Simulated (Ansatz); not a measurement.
A nudged elastic band was laid between two geometries of C$_{2}$H$_{6}$O$_{2}$Si (11 atoms, charge 0, multiplicity 1).

These are results of RKS B3LYP/def2-SVP in Ansatz, not measurements.

```
movable images  : 5
climbing image  : yes
spring          : 5.0 eV/Å²
optimiser       : quadratic models (default)
start path      : through a guess of the saddle point
force threshold : 0.03 eV/Å
iteration limit : 60
end points      : relaxed
```

First end point:

```xyz
11
Properties=species:S:1:pos:R:3
C -0.740 -0.974 1.238
C 0.226 -0.544 0.162
O 1.167 -1.243 -0.179
Si 0.104 1.143 -0.807
O 1.406 1.039 -1.832
H -0.754 -0.227 2.051
H -1.764 -1.014 0.828
H -0.456 -1.959 1.638
H -1.193 1.236 -1.537
H 0.207 2.295 0.134
H 1.862 0.192 -1.675
```

Last end point:

```xyz
11
Properties=species:S:1:pos:R:3
C -0.178 -1.142 1.180
C -0.893 -0.245 0.195
O -2.101 -0.266 0.049
Si 0.045 1.052 -0.901
O 1.709 1.014 -0.724
H 0.601 -1.731 0.667
H 0.347 -0.525 1.931
H -0.895 -1.812 1.678
H -0.366 0.791 -2.312
H -0.410 2.394 -0.457
H 2.208 0.412 -1.287
```

(1) Which bonds break or form, and what moves?

(2) What energy profile does the band end with?

(3) What is the geometry of the highest image?

(4) What are the harmonic wavenumbers there?

Answers

(1) No bond is made or broken. The dihedral O3–C2–Si4–O5 goes from 0 to -178°.

(2) The run converged. The highest image is number 4 of 0 to 6, 14.8 kJ/mol above the first end and 5.0 kJ/mol above the last; the last end lies 9.9 kJ/mol above the first. A vibrational analysis at the climbing image gives one clearly imaginary mode, 46i cm⁻¹: a first-order saddle point.

```tsv
image	path coordinate (Å)	energy (kJ/mol)	dihedral O3–C2–Si4–O5 (°)
0	0.00	0.0	0
1	0.97	2.8	-21
2	1.94	9.6	-50
3	2.91	13.6	-78
4	3.87	14.8	-106
5	5.15	12.1	-147
6	6.42	9.9	-178
```

(3) 
```xyz
11
Properties=species:S:1:pos:R:3
C -0.399 -0.910 1.369
C -0.503 -0.701 -0.129
O -0.867 -1.588 -0.878
Si 0.026 1.007 -0.905
O 1.688 1.181 -0.840
H 0.635 -0.707 1.701
H -1.046 -0.191 1.901
H -0.684 -1.940 1.630
H -0.493 1.023 -2.301
H -0.516 2.141 -0.106
H 2.224 0.628 -1.421
```

(4) 46i, 135, 147, 216, 261, 388, 482, 578, 629, 711, 823, 886, 897, 934, 947, 988, 1153, 1351, 1426, 1437, 1772, 2228, 2240, 3016, 3093, 3138, 3874 cm⁻¹.

The run took 3.3 min on 2 threads of Arm Neoverse V1, with other jobs on the host, peak memory 0.22 GiB.
